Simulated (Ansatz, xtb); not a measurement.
## CH4OSb: which of two conformers lies lower

Structure a is `[CH3][Sb][OH]`, a doublet and structure b is `[CH3][Sb][OH]`, a doublet. Both are isolated molecules in the gas phase, relaxed with PBE-D3(BJ)/def2-SVP.

a (Å):

```xyz
7

C     1.5135    0.1540    0.1900
O    -1.3775    0.3277   -0.9844
Sb    0.0007    1.6679   -0.3248
H     1.1192   -0.5333    0.9652
H     1.7949   -0.4266   -0.7113
H     2.4190    0.6551    0.5868
H    -0.9967   -0.5681   -0.8900
```

b (Å):

```json
{"atom": "C", "x (Å)": "-0.5884", "y (Å)": "0.3539", "z (Å)": "1.1311"}
{"atom": "O", "x (Å)": "-0.1706", "y (Å)": "-1.7526", "z (Å)": "-0.9334"}
{"atom": "Sb", "x (Å)": "-1.3995", "y (Å)": "-0.1302", "z (Å)": "-0.8405"}
{"atom": "H", "x (Å)": "-0.0919", "y (Å)": "1.3434", "z (Å)": "1.1286"}
{"atom": "H", "x (Å)": "0.1554", "y (Å)": "-0.4419", "z (Å)": "1.3324"}
{"atom": "H", "x (Å)": "-1.3795", "y (Å)": "0.3366", "z (Å)": "1.9054"}
{"atom": "H", "x (Å)": "-0.3287", "y (Å)": "-2.2045", "z (Å)": "-1.7861"}
```

Problem. Estimate E(b) − E(a) at the level CCSD(T)/def2-SVP + ΔMP2/def2-TZVPP.

Solution. Too close to call at this level: CCSD(T)/def2-SVP + ΔMP2/def2-TZVPP gives E(b) − E(a) = −0.032 eV.

How the difference moves with the method:

| level | geometry | E(b) − E(a) (eV) | departure from the last row (eV) | job, with rough time for the two |
| --- | --- | --- | --- | --- |
| PBE-D3(BJ)/def2-SVP | PBE-D3(BJ)/def2-SVP | −0.036 | −0.003 | optimisation, 2.4 min |
| HF/def2-SVP | PBE-D3(BJ)/def2-SVP | −0.017 | +0.015 | part of the CCSD(T) run |
| MP2/def2-SVP | PBE-D3(BJ)/def2-SVP | −0.038 | −0.005 | part of the CCSD(T) run |
| CCSD(T)/def2-SVP | PBE-D3(BJ)/def2-SVP | −0.040 | −0.007 | single point |
| CCSD(T)/def2-SVP + ΔMP2/def2-TZVPP | PBE-D3(BJ)/def2-SVP | −0.032 |  | single point, 67 s |

The largest departure from CCSD(T)/def2-SVP + ΔMP2/def2-TZVPP is that of HF/def2-SVP, 0.015 eV. Levels run at GFN2-xTB geometries aren't shown. The last row adds to CCSD(T) the change of the MP2 difference between the two basis sets, here +0.007 eV.

With harmonic frequencies from PBE-D3(BJ)/def2-SVP (ideal gas, rigid rotor, one conformer each, 298.15 K, 1 atm): on the last row, ΔE + ΔZPE = −0.024 eV. A mode under 50 cm⁻¹ makes harmonic enthalpies and free energies unreliable, so none is given.

Open shells are spin-unrestricted. The correlated steps freeze 6 core orbitals; the filled d shell of Sb is correlated, in a basis made for valence electrons. Atoms past krypton carry core potentials in the def2 sets and no spin–orbit term is included. Run with Ansatz 0.2.0; the last row on 1 thread of Arm Neoverse V1 on a shared host.
